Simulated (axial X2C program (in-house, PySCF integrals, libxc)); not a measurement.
Worked dissociation energy of CuN⁺: PW91, scalar-relativistic

Computed with an in-house relativistic program for diatomic molecules. Spin-free means the one-electron spin-free X2C Hamiltonian. Basis: Cu dyall-cv3z [9s9p6d3f2g], N dyall-av3z [7s7p3d2f] (cores contracted in-house); Gaussian nuclei, density fitting, unrestricted open shells. Masses: Cu 62.930 u, N 14.003 u.

Molecular state: M_S = 3/2, Λ = 0 (beyond evenly filled blocks: σα, π+α, π-α).

| Property | Result |
| --- | --- |
| E(Cu+) (2M_S = 0, M_L = 0) | -1654.694614 hartree |
| E(N) (2M_S = 3, M_L = 0) | -54.608604 hartree |
| E(CuN⁺) at Re | -1709.364712 hartree |
| ωe | 583.0 cm⁻¹ |
| ωexe | 6.37 cm⁻¹ |

Task: Work out De and D0.

Result: De = -1654.694614 + (-54.608604) − (-1709.364712) = 0.06149 hartree = 1.673 eV. The zero-point energy is ωe/2 − ωexe/4 = 290 cm⁻¹ = 0.036 eV, so D0 = 1.637 eV.

One determinant describes the state; a PBE0 search over occupations chose it and may have missed a lower one. De is counted from the lowest determinant-based energies of the atoms at the same level, without counterpoise correction.

The levels of this run spread widely (ωe from 329 to 583 cm⁻¹), so these constants depend on the method.

Each atomic determinant is the lowest at this level and need not be a pure term. Totals compare only within one Hamiltonian and basis.
